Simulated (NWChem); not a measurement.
System: CH3IMg; SMILES [CH3][Mg][I]

Input file for NWChem:

```
start job
memory heap 200 mb stack 900 mb global 1100 mb
geometry units angstroms noautoz
  Mg    -0.064657    -1.505537    -0.000010
  I      0.304884     1.043996     0.000055
  C     -0.362243    -3.565628    -0.000062
  H     -0.898217    -3.897104    -0.905140
  H     -0.956192    -3.888804     0.871202
  H      0.595481    -4.111525     0.033745
end
basis spherical
  * library def2-svp
end
ecp
  I library def2-ecp
end
dft
  xc b3lyp
  iterations 150
  mulliken
end
task dft energy
```

NWChem printed, in part:

```
             Northwest Computational Chemistry Package (NWChem) 7.3.0
             --------------------------------------------------------

 C3  symmetry detected

                             Geometry "geometry" -> ""
                             -------------------------

 Output coordinates in angstroms (scale by  1.889725989 to convert to a.u.)

  No.       Tag          Charge          X              Y              Z
 ---- ---------------- ---------- -------------- -------------- --------------
    1 Mg                  12.0000    -0.00000000     0.00000000     1.57555665
    2 I                   53.0000     0.00000000    -0.00000000    -1.00061860
    3 C                    6.0000     0.00000000     0.00000000     3.65703015
    4 H                    1.0000    -0.53939231    -0.87289814     4.06130836
    5 H                    1.0000    -0.48625581     0.90357652     4.06130836
    6 H                    1.0000     1.02564812    -0.03067837     4.06130836

 Effective nuclear repulsion energy (a.u.)     217.9807489511

      Symmetry information
      --------------------

 Group name             C3
 Group number              5
 Group order               3
 No. of unique centers     4

                                 NWChem DFT Module
                                 -----------------

 Summary of "ao basis" -> "ao basis" (spherical)
 ------------------------------------------------------------------------------
       Tag                 Description            Shells   Functions and Types
 ---------------- ------------------------------  ------  ---------------------
 Mg                         def2-svp                 8       18   4s3p1d
 I                          def2-svp                10       26   4s4p2d
 C                          def2-svp                 6       14   3s2p1d
 H                          def2-svp                 3        5   2s1p

      Symmetry analysis of basis
      --------------------------

        a          29
        e+         22
        e-         22

  Rotation of axis

            General Information
            -------------------
          SCF calculation type: DFT
          Wavefunction type:  closed shell.
          No. of atoms     :     6
          No. of electrons :    46
           Alpha electrons :    23
            Beta electrons :    23
          Charge           :     0
          Spin multiplicity:     1
          Use of symmetry is: on ; symmetry adaption is: on
          Maximum number of iterations: 150
          AO basis - number of functions:    73
                     number of shells:    33
          Convergence on energy requested:  1.00D-06
          Convergence on density requested:  1.00D-05
          Convergence on gradient requested:  5.00D-04

              XC Information
              --------------
                         B3LYP Method XC Potential
                     Hartree-Fock (Exact) Exchange  0.200
                        Slater Exchange Functional  0.800 local
                    Becke 1988 Exchange Functional  0.720 non-local
              Lee-Yang-Parr Correlation Functional  0.810
                  VWN I RPA Correlation Functional  0.190 local

             Grid Information
             ----------------
          Grid used for XC integration:  medium
          Radial quadrature: Mura-Knowles
          Angular quadrature: Lebedev.
          Tag              B.-S. Rad. Rad. Pts. Rad. Cut. Ang. Pts.
          ---              ---------- --------- --------- ---------
          Mg                  1.50       88           9.0       590
          I                   1.40      123          12.0       590
          C                   0.70       49          12.0       434
          H                   0.35       45          13.0       434
          Grid pruning is: on
          Number of quadrature shells:   305
          Spatial weights used:  Erf1

      Superposition of Atomic Density Guess
      -------------------------------------

 Sum of atomic energies:        -585.78457813

      Non-variational initial energy
      ------------------------------

 Total energy =    -536.045088
 1-e energy   =   -1089.848022
 2-e energy   =     432.534246
 HOMO         =      -0.329905
 LUMO         =      -0.050359

      Symmetry analysis of molecular orbitals - initial
      -------------------------------------------------

  Numbering of irreducible representations:

     1 a           2 e+          3 e-

  Orbital symmetries:

     1 a           2 a           3 a           4 a           5 e+
     6 e+          7 a           8 a           9 e+         10 e+
    11 e+         12 e+         13 a          14 e+         15 e+
    16 a          17 a          18 e+         19 e+         20 a
    21 e+         22 e+         23 a          24 a          25 e+
    26 e+         27 a          28 a          29 e+         30 e+
    31 a          32 e+         33 e+

     ---------------------------------------------
      Total Density - Mulliken Population Analysis
     ---------------------------------------------

    Atom       Charge   Shell Charges
 -----------   ------   -------------------------------------------------------
    1 Mg  12    11.09   2.00  1.99  0.65  0.12  5.98  0.17  0.07  0.12
    2 I   25    25.50   1.83  0.22  1.23  0.65  2.92  3.14  2.71  2.79  9.82  0.18
    3 C    6     6.81   1.99  0.96  0.32  2.12  1.40  0.01
    4 H    1     0.87   0.66  0.18  0.03
    5 H    1     0.87   0.66  0.18  0.03
    6 H    1     0.87   0.66  0.18  0.03

   convergence    iter        energy       DeltaE   RMS-Dens  Diis-err
 ---------------- ----- ----------------- --------- --------- ---------
 d= 0,ls=0.0,diis     1   -537.7424306150 -6.59D+02  1.35D-02  2.05D-01
 d= 0,ls=0.0,diis     2   -537.7525231018 -1.01D-02  7.32D-03  1.21D-01
 d= 0,ls=0.0,diis     3   -537.7711537470 -1.86D-02  1.71D-03  1.67D-02
 d= 0,ls=0.0,diis     4   -537.7737518267 -2.60D-03  4.54D-04  9.14D-04
 d= 0,ls=0.0,diis     5   -537.7739047253 -1.53D-04  8.57D-05  1.86D-05
  Resetting Diis
 d= 0,ls=0.0,diis     6   -537.7739077199 -2.99D-06  1.96D-05  1.33D-06
 d= 0,ls=0.0,diis     7   -537.7739079114 -1.91D-07  1.94D-06  5.22D-09

         Total DFT energy =     -537.773907911363
      One electron energy =    -1092.552159999199
           Coulomb energy =      478.900273753012
    Exchange-Corr. energy =      -45.390709364161
 Nuclear repulsion energy =      121.268687698985

 Numeric. integr. density =       46.000003449047

                  Occupations of the irreducible representations
                  ----------------------------------------------

                     irrep           alpha         beta
                     --------     --------     --------
                     a                11.0         11.0
                     e+               12.0         12.0
                     e-                0.0          0.0

                       DFT Final Molecular Orbital Analysis
                       ------------------------------------

 Vector   21  Occ=2.000000D+00  E=-2.656981D-01  Symmetry=a
              MO Center= -1.9D-15, -1.9D-17,  2.4D+00, r^2= 4.6D+00
   Bfn.  Coefficient  Atom+Function         Bfn.  Coefficient  Atom+Function
  ----- ------------  ---------------      ----- ------------  ---------------
    50      0.425641  3 C  pz                31      0.282104  2 I  pz
    53      0.277574  3 C  pz                34      0.258081  2 I  pz
     3     -0.246925  1 Mg s                 47     -0.189917  3 C  s
    10     -0.169476  1 Mg pz                 7     -0.138329  1 Mg pz
     2     -0.132151  1 Mg s                 28     -0.114430  2 I  pz

 Vector   22  Occ=2.000000D+00  E=-2.585377D-01  Symmetry=e+
              MO Center= -1.5D-04, -1.3D-04, -8.8D-01, r^2= 2.2D+00
   Bfn.  Coefficient  Atom+Function         Bfn.  Coefficient  Atom+Function
  ----- ------------  ---------------      ----- ------------  ---------------
    30      0.538012  2 I  py                33      0.477533  2 I  py
    29      0.227953  2 I  px                27     -0.220516  2 I  py
    32      0.202329  2 I  px                24     -0.178660  2 I  py
    26     -0.093432  2 I  px                23     -0.075697  2 I  px
    12      0.065417  1 Mg py                15     -0.057278  1 Mg d -1

 Vector   23  Occ=2.000000D+00  E=-2.585377D-01  Symmetry=e+
              MO Center=  1.5D-04,  1.3D-04, -8.8D-01, r^2= 2.2D+00
   Bfn.  Coefficient  Atom+Function         Bfn.  Coefficient  Atom+Function
  ----- ------------  ---------------      ----- ------------  ---------------
    29      0.538012  2 I  px                32      0.477533  2 I  px
    30     -0.227953  2 I  py                26     -0.220516  2 I  px
    33     -0.202329  2 I  py                23     -0.178660  2 I  px
    27      0.093432  2 I  py                24      0.075697  2 I  py
    11      0.065417  1 Mg px                17      0.057278  1 Mg d  1

 Vector   24  Occ=0.000000D+00  E=-4.804621D-02  Symmetry=a
              MO Center= -7.9D-15,  8.2D-15,  1.5D+00, r^2= 6.9D+00
   Bfn.  Coefficient  Atom+Function         Bfn.  Coefficient  Atom+Function
  ----- ------------  ---------------      ----- ------------  ---------------
     4      0.902557  1 Mg s                 47     -0.581840  3 C  s
     3      0.462007  1 Mg s                 34     -0.401328  2 I  pz
    22     -0.339041  2 I  s                 53      0.235374  3 C  pz
    31     -0.214560  2 I  pz                 2      0.205018  1 Mg s
    21     -0.191202  2 I  s                 50      0.189615  3 C  pz

[...]
```

Level: B3LYP/def2-SVP with def2 effective core potentials on I. The geometry was optimised at PBE0/def2-SVP. def2 effective core potentials on I; no spin-orbit coupling.
